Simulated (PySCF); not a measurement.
C₂H₆OSi, SMILES C=CO[SiH3].

Geometry optimised at PBE-D3(BJ)/def2-SVP. The geometry has at least one imaginary mode, so it is a saddle point at that level. Other conformers were not sampled.

Calculation: PBE-D3(BJ)/def2-SVP run with PySCF 2.14.0.

Frequencies are harmonic and unscaled.

```
mode  ν (cm⁻¹)  IR (km/mol)  moving atoms (share of kinetic energy)
----  --------  -----------  --------------------------------------
1          47i          0.3                          H 68 %, C 28 %
2           97          1.7                  O 42 %, H 41 %, C 12 %
3          165          0.5         O 39 %, H 26 %, C 23 %, Si 13 %
4          427          5.8                 C 46 %, H 32 %, Si 21 %
5          674         43.2                          H 86 %, Si 8 %
6          694          0.3                   H 67 %, C 24 %, O 9 %
7          696         32.1                  H 76 %, Si 13 %, C 9 %
8          745         34.8          H 38 %, O 36 %, Si 17 %, C 9 %
9          811         46.9                          H 67 %, C 33 %
10         898         59.0                                  H 96 %
11         914        125.6                                  H 94 %
12         932         21.5                          H 89 %, C 11 %
13         942        293.6                          H 91 %, Si 8 %
14        1001         86.8                  H 39 %, O 32 %, C 24 %
15        1189        269.4                  C 41 %, O 37 %, H 22 %
16        1297         24.0                           H 87 %, C 9 %
17        1360         18.0                          H 79 %, C 19 %
18        1673        201.3                          C 86 %, H 12 %
19        2159         83.1                                  H 98 %
20        2162        134.4                                  H 96 %
21        2219         89.1                                  H 96 %
22        3036         22.3                           H 92 %, C 8 %
23        3102          0.3                                  H 94 %
24        3210          1.9                          H 89 %, C 11 %
```
